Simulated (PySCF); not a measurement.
Members of one series of related molecules.

All values: PBE0/pcSseg-1 (PySCF) at GFN2-xTB geometries, gas phase, one conformer each.

Problem. Rank by HOMO–LUMO gap, highest first.
A. `[H]/N=C/CNCC`
B. `CCNCC1CC1`
C. `CCNCc1cccs1`
D. `CCNCC(F)(F)C(F)(F)F`

Solution. D (8.18 eV), B (7.87 eV), A (6.25 eV), C (5.95 eV).

Problem. Rank by dipole moment, lowest first.
A. `[CH3:1][CH2:2][NH:3][CH2:4][CH:5]1[CH2:6][CH2:7]1` with C1–C2–N3–C4 -177°, C2–N3–C4–C5 178°, N3–C4–C5–C6 -86°
B. `[CH3:1][CH2:2][NH:3][CH2:4][c:5]1[cH:6][cH:7][cH:8][s:9]1` with C1–C2–N3–C4 -179°, C2–N3–C4–C5 -64°, N3–C4–C5–C6 101°
C. `[H]/[N:6]=[CH:5]/[CH2:4][NH:3][CH2:2][CH3:1]` with C1–C2–N3–C4 -179°, C2–N3–C4–C5 73°, N3–C4–C5–N6 9°
D. `[CH3:1][CH2:2][NH:3][CH2:4][C:5]([F:6])([F:7])[C:8]([F:9])([F:10])[F:11]` with C1–C2–N3–C4 179°, C2–N3–C4–C5 -179°, N3–C4–C5–F6 61°

Solution. A (0.82 D), B (1.08 D), C (2.17 D), D (2.81 D).

All values together:

```
             SMILES  formula  μ (D)  HOMO (eV)  LUMO (eV)  lowest IAO charge (e)  highest IAO charge (e)  lowest Hirshfeld charge (e)  highest Hirshfeld charge (e)
          CCNCC1CC1   C6H13N   0.82      -6.33       1.54             -0.421 (C)              +0.231 (H)                   -0.166 (N)                    +0.100 (H)
        CCNCc1cccs1  C7H11NS   1.08      -6.38      -0.43             -0.420 (C)              +0.304 (S)                   -0.167 (N)                    +0.097 (H)
CCNCC(F)(F)C(F)(F)F  C5H8F5N   2.81      -6.98       1.20             -0.421 (C)              +0.784 (C)                   -0.167 (N)                    +0.243 (C)
       [H]/N=C/CNCC  C4H10N2   2.17      -6.25       0.00             -0.449 (N)              +0.254 (H)                   -0.218 (N)                    +0.114 (H)
```

Conformers: `[CH3:1][CH2:2][NH:3][CH2:4][CH:5]1[CH2:6][CH2:7]1` with C1–C2–N3–C4 -177°, C2–N3–C4–C5 178°, N3–C4–C5–C6 -86°; `[CH3:1][CH2:2][NH:3][CH2:4][c:5]1[cH:6][cH:7][cH:8][s:9]1` with C1–C2–N3–C4 -179°, C2–N3–C4–C5 -64°, N3–C4–C5–C6 101°; `[CH3:1][CH2:2][NH:3][CH2:4][C:5]([F:6])([F:7])[C:8]([F:9])([F:10])[F:11]` with C1–C2–N3–C4 179°, C2–N3–C4–C5 -179°, N3–C4–C5–F6 61°; `[H]/[N:6]=[CH:5]/[CH2:4][NH:3][CH2:2][CH3:1]` with C1–C2–N3–C4 -179°, C2–N3–C4–C5 73°, N3–C4–C5–N6 9°.
